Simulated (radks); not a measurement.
Values are calculated unless marked as measured or tabulated.
Neutral xenon, configuration [Kr] 4d10 5s2 5p5 7p1 (not the ground configuration). Code: a radial shooting solver on a logarithmic mesh with Libxc functionals. Model: Dirac Kohn-Sham, LDA (Slater exchange, Perdew-Wang correlation), spin-unpolarised, spherical densities, finite nucleus; open shells fill j = l - 1/2 first; Fermi nuclear charge, rms radius 4.7859 fm.

Unscreened Slater integrals over Kohn-Sham orbitals (hartree). Large and small components are both included. Empty in this configuration: 7p3/2.

integral,value
"F0(7p1/2,7p1/2)",0.057139
"F0(7p1/2,5p3/2)",0.079221
"G2(7p1/2,5p3/2)",0.0021436
"F0(7p1/2,5p1/2)",0.079374
"G0(7p1/2,5p1/2)",0.0015785
"F0(7p1/2,5s1/2)",0.079857
"G1(7p1/2,5s1/2)",0.0025613
"F0(7p1/2,7p3/2)",0.056910
"G2(7p1/2,7p3/2)",0.030543
"F0(5p3/2,5p3/2)",0.40575
"F2(5p3/2,5p3/2)",0.21684
"F0(5p3/2,5p1/2)",0.41466
"G2(5p3/2,5p1/2)",0.22053
"F0(5p3/2,5s1/2)",0.44246
"G1(5p3/2,5s1/2)",0.28720
"F0(5p3/2,7p3/2)",0.080389
"F2(5p3/2,7p3/2)",0.0090931
"G0(5p3/2,7p3/2)",0.0018297
"G2(5p3/2,7p3/2)",0.0024673
"F0(5p1/2,5p1/2)",0.42436
"F0(5p1/2,5s1/2)",0.45479
"G1(5p1/2,5s1/2)",0.30531
"F0(5p1/2,7p3/2)",0.080560
"G2(5p1/2,7p3/2)",0.0024931
"F0(5s1/2,5s1/2)",0.49427
"F0(5s1/2,7p3/2)",0.081101
"G1(5s1/2,7p3/2)",0.0031785
"F0(7p3/2,7p3/2)",0.056718
"F2(7p3/2,7p3/2)",0.030193
